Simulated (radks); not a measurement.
All-electron atom: Ba2+ in [Kr] 4d10 5s2 5p5.5 6s0.5 (fractional occupations, a model configuration). Method: Dirac Kohn-Sham, BP86, spin-unpolarised, spherical densities, finite nucleus; open shells fill j = l - 1/2 first; Fermi nuclear charge, rms radius 4.8378 fm; computed with a radial shooting solver on a logarithmic mesh with Libxc functionals.

Normalised radial functions P(r) = r R(r) (large component), r in bohr:

r           4d5/2    5d5/2
0.004062   0.0002   0.0001
0.004729   0.0003   0.0001
0.005461   0.0004   0.0001
0.006358   0.0007   0.0002
0.007401   0.0010   0.0003
0.008616   0.0015   0.0004
0.01003    0.0024   0.0007
0.01168    0.0036   0.0010
0.01359    0.0055   0.0016
0.01583    0.0082   0.0023
0.01828    0.0121   0.0034
0.02128    0.0180   0.0051
0.02477    0.0266   0.0076
0.02884    0.0389   0.0111
0.03357    0.0562   0.0160
0.03908    0.0802   0.0228
0.0455     0.1128   0.0321
0.05297    0.1558   0.0444
0.06117    0.2078   0.0591
0.07121    0.2754   0.0783
0.0829     0.3553   0.1008
0.09651    0.4443   0.1258
0.1124     0.5355   0.1513
0.1308     0.6176   0.1738
0.1523     0.6749   0.1887
0.1773     0.6883   0.1904
0.2047     0.6425   0.1747
0.2383     0.5172   0.1355
0.2775     0.3067   0.0717
0.323      0.0199  -0.0131
0.376     -0.3164  -0.1094
0.4378    -0.6591  -0.2021
0.5096    -0.9566  -0.2725
0.5933    -1.1596  -0.3022
0.6852    -1.2356  -0.2807
0.7977    -1.1894  -0.2021
0.9286    -1.0372  -0.0731
1.081     -0.8223   0.0901
1.258     -0.5925   0.2658
1.465     -0.3865   0.4306
1.706     -0.2263   0.5625
1.986     -0.1174   0.6443
2.293     -0.0557   0.6678
2.67      -0.0218   0.6368
3.108     -0.0072   0.5588
3.618     -0.0019   0.4513
4.212     -0.0004   0.3335
4.903     -0.0001   0.2224
5.708     0.0000   0.1309
6.645     0.0000   0.0667
7.675     0.0000   0.0305
8.934     0.0000   0.0112
10.4      0.0000   0.0033
12.11     0.0000   0.0008

4d5/2: eigenvalue -103.74 eV, 1 radial node at r = 0.326 bohr, <r> = 0.804 bohr, 90 % of the charge inside 1.21 bohr. 5d5/2 (empty): eigenvalue -14.304 eV, 2 radial nodes at r = 0.316, 0.997 bohr, <r> = 2.74 bohr, 90 % of the charge inside 4.12 bohr.
